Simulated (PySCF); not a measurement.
# Ne⁺: excitation energy

Ne⁺ [He] 2s2 2p5 (2P) → Ne⁺ [He] 2s1 2p5 3s1 (4P), as a difference of total energies. All numbers are calculated (PySCF 2.14, scalar relativity by spin-free X2C-1e, in x2c-TZVPPall with one added diffuse shell each of s, p, d type (6s4p3d1f, 40 functions)). Correlated levels: valence and next inner shell: nothing frozen. The calculations carry no spin-orbit coupling.

```tsv
method	excitation energy (cm⁻¹)
UHF	424880
MP2 (valence and next inner shell)	422770
SCS-MP2 (valence and next inner shell)	421800
CCSD (valence and next inner shell)	426920
CCSD(T) (valence and next inner shell)	426190
```

The upper state lies above the first ionisation limit, where it may autoionise and the basis confines it. A Rydberg-like electron needs more diffuse functions than a valence basis has.

The promoted electron is Rydberg-like, and one or two diffuse shells describe it only roughly, which tends to raise the upper state.
